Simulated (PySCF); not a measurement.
Structure with atom numbers: `[CH3:1][C:2]([CH3:3])([CH3:4])[S:5]([CH3:6])(=[O:7])=[O:8]` (H(Xn): hydrogen on atom n).

Geometry: PBE0-D3(BJ)/def2-SVP; GIAO shifts from PySCF 2.14, gas phase, non-relativistic, averaged over equivalent atoms.

At PBE0/cc-pVDZ (176 basis functions, 32 s wall time on 1 thread of an Arm Neoverse V1, shared host):
```tsv
atoms	δ (ppm)
C2	63.6
C6	34.5
C1/C3/C4	23.5
S5	297.0
O7/O8	182.3
H(C6)	2.34
H(C1)/H(C3)/H(C4)	1.22
```

δ = σ(ref) − σ, references computed at the same level: $^{13}$C (σ = 196.75 ppm), $^{1}$H (σ = 31.29 ppm) against TMS; CS2 for $^{33}$S (σ = 548.96 ppm); H2O for $^{17}$O (σ = 343.34 ppm).

Q: What do these become at B3LYP/pcSseg-1?

A: 
| atoms | δ at B3LYP/pcSseg-1 | change |
| --- | --- | --- |
| C2 | 65.0 | +1.4 |
| C6 | 37.6 | +3.1 |
| C1/C3/C4 | 24.4 | +0.9 |
| S5 | 333.9 | +36.9 |
| O7/O8 | 199.4 | +17.1 |
| H(C6) | 2.55 | +0.21 |
| H(C1)/H(C3)/H(C4) | 1.30 | +0.08 |

Chemical shifts δ = σref − σ; $^{13}$C (σref 179.24) and $^{1}$H (σref 31.38) against TMS; $^{33}$S (σref 485.41) vs CS2; $^{17}$O (σref 334.04) against H2O, all at this level.

The largest change is at S5 (sulfone sulfur). Cost: 203 basis functions, 53 s wall time on 1 thread of an Arm Neoverse N1, shared host. The order of the carbon signals is the same at both levels.

Experimental scales use liquid or dissolved standards, which lie at an offset from isolated H2O (liquid H2O: subtract about 36 ppm).
